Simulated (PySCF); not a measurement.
C₆ coefficients of unlike pairs at TPSSh

Calculated with PySCF 2.14 from the dipole response of each species, C₆(A,B) = (3/π) ∫ α_A(iu) α_B(iu) du, in atomic units, from isotropic polarisabilities. For ions this is the dispersion term alone; charge-induced terms of lower order in 1/R come first.

| species | configuration | basis | relativity | α (bohr³) | C₆ (like pair) |
| --- | --- | --- | --- | --- | --- |
| F⁺ | [He] 2s2 2p4 (3P) | def2-QZVPPD (8s5p4d2f1g) | none | 1.822 | 3.402 |
| Pd²⁺ | [Kr] 4d8 (3F) | aug-cc-pVDZ-PP with ECP28MDF (5s5p4d2f) | core potential | 6.392 | 33.40 |
| Kr⁺ | [Ar] 3d10 4s2 4p5 (2P) | aug-cc-pVQZ-PP with ECP10MDF (7s6p5d3f2g) | core potential | 10.88 | 67.12 |
| Pd⁺ | [Kr] 4d9 (2D) | aug-cc-pVTZ-PP with one added diffuse shell each of s, p, d, f, g type with ECP28MDF (7s7p6d4f3g) | core potential | 12.20 | 75.03 |

(1) Estimate C₆ for Pd⁺ with Kr⁺.

No spin-orbit coupling is included.

The other pairs:

| pair | C₆ |
| --- | --- |
| Kr⁺, Pd²⁺ | 46.12 |
| Pd⁺, Pd²⁺ | 49.25 |
| Kr⁺, F⁺ | 14.45 |
| Pd⁺, F⁺ | 15.47 |
| Pd²⁺, F⁺ | 10.63 |

Results:

(1) The integral gives 70.68. The combination rule 2 C_A C_B / (C_A α_B/α_A + C_B α_A/α_B) gives 70.84 and the geometric mean 70.96.
